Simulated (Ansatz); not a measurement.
```yaml
crystal:
  periodic: [true, true, true]
  atoms:
    - {symbol: C, position_ang: [2.048471, -0.577341, 0.809689]}
    - {symbol: C, position_ang: [0.571220, -0.538966, 1.173394]}
    - {symbol: N, position_ang: [-0.317514, -0.380602, 0.041603]}
    - {symbol: C, position_ang: [-0.385841, -1.533730, -0.828498]}
    - {symbol: Hf, position_ang: [-1.475815, 1.208158, -0.447803]}
    - {symbol: O, position_ang: [-1.348458, 2.446632, 1.027608]}
    - {symbol: O, position_ang: [-0.885237, 1.981084, -2.120501]}
    - {symbol: F, position_ang: [-3.267080, 0.542067, -0.725471]}
    - {symbol: H, position_ang: [2.342465, 0.341561, 0.296306]}
    - {symbol: H, position_ang: [2.283948, -1.420209, 0.156280]}
    - {symbol: H, position_ang: [2.660877, -0.677977, 1.709369]}
    - {symbol: H, position_ang: [0.309237, -1.460083, 1.717611]}
    - {symbol: H, position_ang: [0.395877, 0.288995, 1.867230]}
    - {symbol: H, position_ang: [-1.146567, -1.391096, -1.606143]}
    - {symbol: H, position_ang: [0.560442, -1.738842, -1.345415]}
    - {symbol: H, position_ang: [-0.669761, -2.438856, -0.272852]}
    - {symbol: H, position_ang: [-1.351100, 3.306951, 1.434970]}
    - {symbol: H, position_ang: [-0.325144, 2.042263, -2.887369]}
basis:
  gaussian: {orbitals: def2-TZVPP, fitting: {mean_field: def2-universal-jkfit}}
magnetization: {spin_polarized: true, initial_magnetization: 0}
hamiltonian: {xc: {name: BLYP}, dispersion: d3bjatm}
output: {forces: true}
```

```sh
$ ansatz run in.yaml --threads 4 --pin off --events-out ev --progress --plain --max-ram 41984MiB --backend cuda --devices 0, --max-vram 37GiB
```

Shortened log:

```
Error: YAML parse error: error: line 2 column 3: crystal: missing field `lattice` (a structure is typed as `lattice` and `atoms`, a molecule's as `atoms` in Å alone, or read from a run's directory, `checkpoint`)
 --> <input>:2:3
1 | crystal:
2 |   periodic: [true, true, true]
3 |   atoms:
4 |     - {symbol: C, position_ang: [2.048471, -0.577341, 0.809689]}
```

Problem. Something in this input is off. What?

Solution. The molecule is marked periodic without a cell. The input was rejected before any iteration.
